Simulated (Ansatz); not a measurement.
Consider the redistribution: `O[SiH2]CCl` + `BSCS` → `S[SiH2]CCl` + `BSCO`.

Gas-phase electronic energies from Ansatz, PBE0-D4/def2-TZVP geometries. CCSD(T)/CBS adds triple-zeta CCSD(T) − MP2 to the extrapolated MP2 energy (def2 sets, frozen cores). Functionals use def2-TZVPP. HSE06 is defined as in plane-wave codes. Each species was taken in one conformer, which may not be the lowest.

```csv
level,ΔE (kcal/mol),difference from CCSD(T)/CBS
PBE-D4,12.0,-3.7
r2SCAN-D4,13.9,-1.8
B97M-V,14.3,-1.4
r2SCAN0-D4,14.3,-1.4
CAM-B3LYP-D4,15.5,-0.2
ωB97X-V,14.3,-1.4
PBE-QIDH,14.6,-1.1
BLYP,13.6,-2.1
HSE06,12.6,-3.1
BHLYP,15.4,-0.3
LC-ωPBE,14.0,-1.7
RPA@PBE/def2-TZVPP,14.9,-0.8
HF/def2-TZVPP,15.7,0.0
CCSD/def2-TZVPP,15.4,-0.3
CCSD(T)/def2-TZVPP,15.2,-0.5
MP2/def2-QZVPP,17.0,1.3
CCSD(T)/CBS,15.7,0
```

Largest T1 diagnostic among the species: 0.014.

From BLYP to BHLYP (50 % exact exchange), in def2-TZVPP and without D4, ΔE moves by +1.8 kcal/mol. Leaving LDA and LC-ωPBE aside and taking each functional with its dispersion term where it has one, the values, not all of them listed here, spread over 3.6 kcal/mol, from PBE-D4 to BHLYP-D4. LDA lies +0.8 kcal/mol from PBE without D4.
